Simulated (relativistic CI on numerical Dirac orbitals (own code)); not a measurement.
**Co4+: L2,3 absorption edge**

Computed with this model: Dirac-Coulomb-Breit CI, separate exchange-only KLI orbitals for each configuration, model QED (radiative potential, 1s self-energy scaled to tabulated hydrogen-like ionisation energies), valence Slater integrals scaled by 0.9, multiplet model of core-to-valence dipole absorption; configurations [Ar] 3d5 → [He] 2s2 2p5 3s2 3p6 3d6; 300 K; Lorentzian 0.4 eV and Gaussian 0.3 eV FWHM. Energies are those of the free ion, without screening or charge transfer. The branching ratio is the share of the lower-energy edge in the whole absorption, uncertain by about 0.02 where the edges overlap. S is read from ⟨S²⟩ = S(S + 1).

Field parameters in Wybourne normalisation: D3d B²₀ = −7Dσ, B⁴₀ = −14Dq − 21Dτ, B⁴₃ = −14√(10/7) Dq; D4h B²₀ = −7Ds, B⁴₀ = 21(Dq − Dt), B⁴₄ = 21√(5/14) Dq; Oh B⁴₀ = 21Dq, B⁴₄ = √(5/14) B⁴₀; Td as Oh with Dq negative (B⁴₀ = 21Dq, B⁴₄ = √(5/14) B⁴₀). The field is a parameter set, without covalency.

free ion: ground-state S = 2.50, centroid 791.48 eV, branching ratio 0.776. Peaks (eV, height): 787.0 (100), 788.6 (38), 792.4 (15), 801.9 (18), 804.3 (28).

Oh, 10Dq = 22500 cm⁻¹: ground-state S = 2.50, centroid 791.43 eV, branching ratio 0.780. Peaks (eV, height): 784.7 (35), 787.7 (100), 789.5 (23), 790.9 (9), 792.5 (8), 800.5 (12), 803.5 (17), 805.4 (12).

Td, 10Dq = -15150 cm⁻¹: ground-state S = 2.50, centroid 791.46 eV, branching ratio 0.779. Peaks (eV, height): 784.0 (17), 787.2 (100), 788.6 (35), 791.4 (8), 792.5 (12), 800.5 (11), 802.1 (12), 802.7 (12), 803.7 (16), 804.9 (21).

D3d, 10Dq = 31500, Dσ = -730, Dτ = -400 cm⁻¹: ground-state S = 2.49, centroid 791.35 eV, branching ratio 0.784. Peaks (eV, height): 784.5 (35), 788.1 (100), 790.0 (21), 792.2 (6), 800.4 (10), 802.8 (7), 804.2 (13), 805.8 (9).

Td, 10Dq = -6900 cm⁻¹: ground-state S = 2.50, centroid 791.48 eV, branching ratio 0.777. Peaks (eV, height): 787.0 (100), 788.8 (43), 792.4 (15), 801.1 (11), 802.0 (17), 804.0 (19), 804.5 (23).

D4h, 10Dq = 29300, Ds = 1460, Dt = -90 cm⁻¹: ground-state S = 2.49, centroid 791.35 eV, branching ratio 0.785. Peaks (eV, height): 784.5 (51), 786.1 (12), 787.8 (85), 788.4 (100), 790.0 (32), 792.7 (9), 794.3 (7), 800.2 (14), 800.7 (13), 803.0 (9), 804.1 (16), 805.7 (12).

The statistical ratio of this edge is 2/3 = 0.667. Values above it arise where the holes sit mainly in the j = l + 1/2 valence subshell or the ground state has high spin; values below it where core-valence Coulomb terms move weight to the upper edge, as in nearly empty shells.

Strongest unbroadened transitions for D3d, 10Dq = 31500, Dσ = -730, Dτ = -400 cm⁻¹:

```
Energy (eV)  Relative strength
     784.16               47.0
     784.53               32.8
     784.59               30.2
     784.61               34.8
     784.67               30.3
     787.91               23.3
     787.92               23.0
     787.97               33.6
     788.00               29.0
     788.01               59.4
     788.07               34.5
     788.08               59.2
     788.14               95.8
     788.15              100.0
     788.17               62.5
     788.22               24.6
     788.26               20.4
     788.30               20.1
```
